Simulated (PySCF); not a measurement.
PySCF input file for Ge(Cl)(OH) (ClGeHO), SMILES [Ge]([OH])[Cl] (connectivity only; charge and spin as stated), neutral, multiplicity 1, ωB97X-D3(BJ)/def2-TZVP. Geometry: ωB97X-D3(BJ)/def2-TZVP. One conformer was computed; it need not be the lowest.

```python
import numpy as np
from pyscf import gto, scf, dft, df
from pyscf.hessian import thermo

mol = gto.M(
    atom='''
    Ge    0.45851289   -0.46770052    0.00000000
    Cl   -0.25535421    1.58662996   -0.00000000
    O    -1.15215620   -1.22709685    0.00000000
    H    -1.11414125   -2.18951767   -0.00000001
    ''',
    basis='def2-TZVP',
    charge=0,
    spin=0,
    max_memory=1600,
    verbose=3,
)
mf = dft.RKS(mol, xc='wb97x-d3bj').density_fit(auxbasis='def2-universal-jkfit')
mf.grids.level = 3
mf.conv_tol = 1e-11
mf.max_cycle = 100
mf.kernel()

# [left out here: the lines that compute and print the analytic Hessian (its translational invariance restored by hand, since the grid's response is missing), thermochemistry and intensities]
```

Output:

```
converged SCF energy = -2613.11184509262

WARN: DFTD3 does not support analytical Hessian, using finite difference


WARN: Mole.unit (angstrom) is changed to Bohr

Mode                                 0                   1                   2
Irrep
Freq [cm^-1]                      223.6060            408.9947            458.3167
Reduced mass [au]                   8.6821             33.7719              1.0929
Force const [Dyne/A]                0.2558              3.3284              0.1353
Char temp [K]                     321.7192            588.4524            659.4157
Normal mode                   x     y     z       x     y     z       x     y     z
       0  Ge                 0.04 -0.01  0.00    0.02 -0.06  0.00   -0.00 -0.00 -0.00
       1  Cl                -0.06 -0.06 -0.00   -0.05  0.13 -0.00   -0.00  0.00  0.01
       2   O                -0.05  0.18 -0.00    0.01  0.01  0.00    0.00  0.00 -0.07
       3   H                -0.21  0.17  0.00   -0.08  0.01 -0.00    0.00 -0.00  0.95
Mode                                 3                   4                   5
Irrep
Freq [cm^-1]                      706.3577            842.8899           3868.7312
Reduced mass [au]                  10.4770              1.1337              1.0666
Force const [Dyne/A]                3.0799              0.4746              9.4057
Char temp [K]                    1016.2915           1212.7310           5566.2429
Normal mode                   x     y     z       x     y     z       x     y     z
       0  Ge                 0.05  0.02  0.00    0.01 -0.01 -0.00   -0.00  0.00  0.00
       1  Cl                -0.00  0.01  0.00   -0.00  0.00 -0.00    0.00 -0.00  0.00
       2   O                -0.19 -0.10 -0.00   -0.07  0.04  0.00   -0.00  0.06  0.00
       3   H                -0.19 -0.10  0.00    0.93  0.05 -0.00    0.02 -0.97 -0.00
temperature 298.1500 [K]
pressure 101325.00 [Pa]
Rotational constants [GHz] 12.74849 3.76299 2.90540
Symmetry number 1
Zero-point energy (ZPE) 0.01483 [Eh]   38931.845 [J/mol]
                           tot       elec      trans        rot        vib
Entropy [J/mol/K]       291.783      0.000    168.972    105.637     17.174
Cv [J/mol/K]             50.039      0.000     12.472     12.472     25.096
Cp [J/mol/K]             58.354      0.000     20.786     12.472     25.096
Internal energy [J/mol]                      3718.434   3718.434  42237.886
Internal energy [Eh]   -2613.09292  -2613.11185
Enthalpy [J/mol]                             6197.391   3718.434  42237.886
Enthalpy [Eh]          -2613.09198
Gibbs free energy [J/mol]                  -44181.531 -27777.270  37117.522
Gibbs free energy [Eh] -2613.12512
static polarisability / bohr^3: [[40.687 -1.999  0.   ]
 [-1.998 58.518  0.   ]
 [ 0.    -0.    33.322]]
largest difference of analytic and finite-field dipole derivatives / e: 0.0007728787521523728
mode   freq/cm-1   IR/(km/mol)   Raman/(A^4/amu)   depolarisation
   1      223.61         1.660             2.019            0.618
   2      408.99        99.050             9.751            0.385
   3      458.32        98.852             3.119            0.750
   4      706.36       108.488            11.243            0.322
   5      842.89       133.366             0.522            0.686
   6     3868.73        91.053           101.457            0.255
max |gradient| / (hartree/bohr): 4.11785292349844e-05
APT charges: [ 1.1052 -0.6177 -0.7677  0.2801]
```

The run converged.

Cost: about 3 core-minutes (a rough figure).
